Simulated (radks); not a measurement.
Isoelectronic series with 2 electrons, all held in the configuration [He], which need not be the ground one along the series. Method: Dirac Kohn-Sham, PBE, spin-unpolarised, spherical densities, point nucleus; computed with a radial shooting solver on a logarithmic mesh with Libxc functionals. Total energies (hartree) and orbital eigenvalues (hartree):

He: E (hartree) -2.89307; 1s1/2 -0.57931
Li+: E (hartree) -7.25756; 1s1/2 -2.22019
Be2+: E (hartree) -13.62232; 1s1/2 -4.86128
B3+: E (hartree) -21.98899; 1s1/2 -8.50310
C4+: E (hartree) -32.35915; 1s1/2 -13.14633
N5+: E (hartree) -44.73459; 1s1/2 -18.79183
O6+: E (hartree) -59.11736; 1s1/2 -25.44055
F7+: E (hartree) -75.50984; 1s1/2 -33.09361
Ne8+: E (hartree) -93.91472; 1s1/2 -41.75231
Mg10+: E (hartree) -136.77404; 1s1/2 -62.09252
Al11+: E (hartree) -161.23550; 1s1/2 -73.77741
Si12+: E (hartree) -187.72338; 1s1/2 -86.47468
P13+: E (hartree) -216.24204; 1s1/2 -100.1864
S14+: E (hartree) -246.79618; 1s1/2 -114.9150
Cl15+: E (hartree) -279.39083; 1s1/2 -130.6627
Ar16+: E (hartree) -314.03139; 1s1/2 -147.4324
K17+: E (hartree) -350.72362; 1s1/2 -165.2266
Ca18+: E (hartree) -389.47363; 1s1/2 -184.0485
